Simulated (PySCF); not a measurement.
Work out the structure from these simulated measurements.

Formula: C4H9NOSi.

| Item | Value |
| --- | --- |
| Rotational structure | rotational constants A, B, C: 4.318, 1.372, 1.144 GHz [GFN2-xTB] |
| Polarisability | 84.2 au [PBE0/def2-SVPD] |
| UV, strongest line | among the 8 lowest singlet transitions: S8 at 6.67 eV (186 nm, f = 0.066) [TDDFT PBE0/def2-SVPD] |
| 13C NMR | chemical shifts (computed TMS as zero) by class: 239.8 (1 C), 53.9 (1 C), 48.8 (2 C) ppm [GIAO PBE0/pcSseg-1] |
| Triplet | lowest triplet excitation (Tamm–Dancoff): 2.86 eV [TDA PBE0/def2-SVPD] |
| 1H NMR | chemical shifts (computed TMS as zero) by class: 4.01 (2 H), 3.89 (3 H), 3.82 (2 H), 3.74 (1 H), 0.28 (1 H) ppm [GIAO PBE0/pcSseg-1] |
| NMR, other nuclei | isotropic shieldings of nuclei other than C and H, by class: 245 (1 N), -474 (1 O), 446 (1 Si) ppm [GIAO PBE0/pcSseg-1] |
| UV, first state | lowest singlet excitation: 3.52 eV (352 nm, f = 0.001) [TDDFT PBE0/def2-SVPD] |
| Dipole | 1.76 D [PBE0/def2-SVPD] |

Electronic properties: PySCF, gas phase, density fitting. Levels stand in brackets. Isolated species at its GFN2-xTB geometry (one conformer only). Each NMR value is the plain mean over a class of atoms that symmetry, rotation or inversion makes alike.

**Question.** What is the compound? Reason from the data.

**Answer.** Numbering: `[O:1]=[C:2]([SiH3:3])[CH:4]1[CH2:5][NH:6][CH2:7]1`. Its formula, C4H9NOSi, gives 2 degrees of unsaturation: 1 ring and 1 π bond in the structure found. 4 carbons fall into 3 classes; from least to most shielded: carbonyl carbon [C2] (239.8 ppm), sp3 carbon next to a carbonyl [C4] (53.9 ppm), ring sp3 carbon bound to nitrogen [C5/C7] (48.8 ppm, 2 C, up to 4.3 ppm apart in this geometry). Hydrogen classes from least to most shielded: 2 H on 2 like atoms (sp3 carbon bound to nitrogen), C5/C7 (4.01 ppm, a mean of values up to 0.9 ppm apart in this geometry), 3 H on an SiH3 silicon, Si3 (3.89 ppm), 2 H on 2 like atoms (sp3 carbon bound to nitrogen), C5/C7 (3.82 ppm, a mean of values up to 0.6 ppm apart in this geometry), 1 H on an sp3 carbon next to a carbonyl, C4 (3.74 ppm), 1 H on a secondary amine nitrogen, N6 (0.28 ppm). The other shieldings belong to: 245 ppm, secondary amine nitrogen [N6]; -474 ppm, carbonyl oxygen [O1]; 446 ppm, SiH3 silicon [Si3]. S1 is mainly HOMO−1→LUMO (weight 0.79); the largest Löwdin shares of the orbital it empties are 0.47 on the carbonyl oxygen, 0.15 on the carbonyl carbon, 0.11 on the SiH3 silicon and 0.09 on the secondary amine nitrogen, of the orbital it fills 0.37 on the carbonyl carbon, 0.30 on the carbonyl oxygen, 0.12 on the SiH3 silicon and 0.06 on the sp3 carbon next to a carbonyl. The optimised geometry has point group C1 and is an asymmetric top. Structure: `O=C([SiH3])C1CNC1`. Computed isomers that give other values at the same levels: `NC(=O)C/C=C\[SiH3]` (13C chemical shifts (computed TMS as zero) by class: 169.0 (1 C), 161.1 (1 C), 123.6 (1 C), 47.9 (1 C) ppm); `C=CCN[SiH2]C=O` (13C chemical shifts (computed TMS as zero) by class: 250.1 (1 C), 146.8 (1 C), 117.5 (1 C), 49.8 (1 C) ppm); `CC(=O)[SiH]1CNC1` (13C chemical shifts (computed TMS as zero) by class: 243.3 (1 C), 44.7 (2 C), 39.7 (1 C) ppm). The assignments are read from this structure; whether some other isomer fits the data as well wasn't checked.

The values belong to the conformer `[O:1]=[C:2]([SiH3:3])[CH:4]1[CH2:5][NH:6][CH2:7]1`: O1–C2–C4–C5 -9°.
